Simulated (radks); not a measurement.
Results of a calculation; reference values are marked as such.
Neutral silver inside a hard spherical wall (all orbitals vanish at R), configuration held at [Kr] 4d10 5s1 and not refilled when levels cross. Code: a radial shooting solver on a logarithmic mesh with Libxc functionals. Model: scalar-relativistic Kohn-Sham, LDA (Slater exchange, Perdew-Wang correlation), spin-unpolarised, spherical densities, point nucleus. Eigenvalues in eV, with the zero of energy where the potential of the charges vanishes at infinity; a dash marks a level that is unbound or too diffuse for the functional's potential to be trusted. A positive occupied level is held by the wall or, in an anion where self-interaction has pushed it up, behind a barrier. The pressure on the wall is -dE/dV.

R (bohr),E (hartree),kinetic (hartree),e(4s),e(4p),e(4d),e(5s),"e(5p, empty)","e(6s, empty)",pressure (GPa)
free,-5311.13445,5516.240,-95.078,-58.668,-7.662,-4.713,-0.843,-,0
12,-5311.13443,5516.240,-95.075,-58.665,-7.660,-4.710,-0.788,1.035,0.000389
10,-5311.13424,5516.242,-95.059,-58.649,-7.643,-4.694,-0.671,1.997,0.00560
7,-5311.12800,5516.286,-94.784,-58.375,-7.380,-4.365,0.268,7.024,0.355
6,-5311.11369,5516.369,-94.372,-57.965,-6.993,-3.819,1.368,11.796,1.61
5,-5311.06322,5516.628,-93.330,-56.939,-6.033,-2.341,3.856,21.355,8.56
4,-5310.85729,5517.571,-90.443,-54.134,-3.392,2.122,10.351,43.184,58.8
3.5,-5310.54474,5518.902,-87.272,-51.084,-0.427,7.559,17.648,65.228,178
2.5,-5307.67672,5530.238,-70.748,-35.141,16.665,43.954,62.132,179.73,2620
2,-5300.70381,5556.353,-47.575,-11.525,44.161,110.07,136.36,345.32,14800
1.5,-5271.31055,5654.159,17.253,58.462,125.35,315.68,352.69,781.26,123000
